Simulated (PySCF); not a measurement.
CH6AlP, singlet, at a GFN2-xTB geometry (such geometries of metal compounds can be far from the true shape); MP2/def2-SVP run with PySCF.

PySCF was given this input:
```python
from pyscf import gto, scf, mp

mol = gto.M(
    atom='''
Al   -0.55864343    0.18732879   -0.51744120
H    -1.82605472   -0.30985131   -1.26273161
C     0.06352698    2.03589754   -0.91502316
H     1.01903517    2.06543321   -1.45381912
H     0.20504128    2.65101656   -0.01697935
H    -0.66338237    2.56088863   -1.54458818
P     0.39253360   -1.34486085    0.95075209
H     0.61460188   -0.31458626    1.87181012
H     1.64395746   -1.13064755    0.36190151
''',
    basis='def2-svp',
    verbose=4,
    max_memory=1800,
)

mf = scf.RHF(mol)
mf.kernel()

pt = mp.MP2(mf, frozen=11)
pt.kernel()
print('E(MP2) = %.10f' % pt.e_tot)
```

What the program printed (banner, timings and long lists left out):

```
PySCF version 2.14.0

[INPUT] verbose = 4
[INPUT] num. atoms = 9
[INPUT] num. electrons = 40
[INPUT] charge = 0
[INPUT] spin (= nelec alpha-beta = 2S) = 0
[INPUT] symmetry False subgroup None
[INPUT] Mole.unit = angstrom
[INPUT] Symbol           X                Y                Z      unit          X                Y                Z       unit  Magmom
[INPUT]  1 Al    -0.558643430000   0.187328790000  -0.517441200000 AA   -1.055683083988   0.354000108346  -0.977822153566 Bohr   0.0
[INPUT]  2 H     -1.826054720000  -0.309851310000  -1.262731610000 AA   -3.450743309269  -0.585534115238  -2.386216911731 Bohr   0.0
[INPUT]  3 C      0.063526980000   2.035897540000  -0.915023160000 AA    0.120048593721   3.847288768276  -1.729143170034 Bohr   0.0
[INPUT]  4 H      1.019035170000   2.065433210000  -1.453819120000 AA    1.925697382600   3.903103095481  -2.747319971456 Bohr   0.0
[INPUT]  5 H      0.205041280000   2.651016560000  -0.016979350000 AA    0.387471863430   5.009695250087  -0.032086321273 Bohr   0.0
[INPUT]  6 H     -0.663382370000   2.560888630000  -1.544588180000 AA   -1.253610995165   4.839378146213  -2.918848635440 Bohr   0.0
[INPUT]  7 P      0.392533600000  -1.344860850000   0.950752090000 AA    0.741780998690  -2.541418682150   1.796661062458 Bohr   0.0
[INPUT]  8 H      0.614601880000  -0.314586260000   1.871810120000 AA    1.161429228843  -0.594481873951   3.537208483989 Bohr   0.0
[INPUT]  9 H      1.643957460000  -1.130647550000   0.361901510000 AA    3.106629359836  -2.136614212910   0.683894737967 Bohr   0.0

nuclear repulsion = 128.129525793792
number of shells = 40
number of NR pGTOs = 138
number of NR cGTOs = 80
basis = def2-svp
ecp = {}

******** <class 'pyscf.scf.hf.RHF'> ********
method = RHF
initial guess = minao
damping factor = 0
level_shift factor = 0
DIIS = <class 'pyscf.scf.diis.CDIIS'>
diis_start_cycle = 1
diis_space = 8
diis_damp = 0
SCF conv_tol = 1e-09
SCF conv_tol_grad = None
SCF max_cycles = 50
direct_scf = True
direct_scf_tol = 1e-13
Set gradient conv threshold to 3.16228e-05
Initial guess from minao.
init E= -623.620401570038
  HOMO = -0.26214345715012  LUMO = 0.00871685499763775  gap/eV = 7.37048
cycle= 1 E= -623.767720627567  delta_E= -0.147  |g|= 0.26  |ddm|= 2.56
  HOMO = -0.349043054736221  LUMO = 0.0378868483559383  gap/eV = 10.52890
cycle= 2 E= -623.799383323577  delta_E= -0.0317  |g|= 0.0698  |ddm|= 0.417
  HOMO = -0.352006599016726  LUMO = 0.052582579439564  gap/eV = 11.00943
cycle= 3 E= -623.802227259437  delta_E= -0.00284  |g|= 0.0214  |ddm|= 0.149
  HOMO = -0.351376184904512  LUMO = 0.0502409755627236  gap/eV = 10.92856
cycle= 4 E= -623.802508025389  delta_E= -0.000281  |g|= 0.0046  |ddm|= 0.0461
  HOMO = -0.352269384860842  LUMO = 0.0499418979947497  gap/eV = 10.94473
cycle= 5 E= -623.802525006577  delta_E= -1.7e-05  |g|= 0.00157  |ddm|= 0.0135
  HOMO = -0.352353047115676  LUMO = 0.0500113129564692  gap/eV = 10.94889
cycle= 6 E= -623.802527108483  delta_E= -2.1e-06  |g|= 0.000444  |ddm|= 0.00526
  HOMO = -0.352356843472232  LUMO = 0.0499902818861369  gap/eV = 10.94842
cycle= 7 E= -623.802527292218  delta_E= -1.84e-07  |g|= 0.000105  |ddm|= 0.00175
  HOMO = -0.35237201822906  LUMO = 0.0500024859499839  gap/eV = 10.94917
cycle= 8 E= -623.802527302586  delta_E= -1.04e-08  |g|= 2.05e-05  |ddm|= 0.000444
  HOMO = -0.352367909584673  LUMO = 0.0500016816374185  gap/eV = 10.94903
cycle= 9 E= -623.802527302989  delta_E= -4.03e-10  |g|= 4.32e-06  |ddm|= 8.01e-05
  HOMO = -0.352368726633767  LUMO = 0.0500015910548526  gap/eV = 10.94905
Extra cycle  E= -623.802527303005  delta_E= -1.6e-11  |g|= 1.76e-06  |ddm|= 1.14e-05
converged SCF energy = -623.802527303005

******** <class 'pyscf.mp.mp2.RMP2'> ********
nocc = 9, nmo = 69
frozen orbitals 11
E(RMP2) = -624.138047663557  E_corr = -0.335520360552516
E(SCS-RMP2) = -624.148603019807  E_corr = -0.346075716802356
E_corr(same-spin) = -0.065248518300764
E_corr(oppo-spin) = -0.270271842251751
E(MP2) = -624.1380476636
```
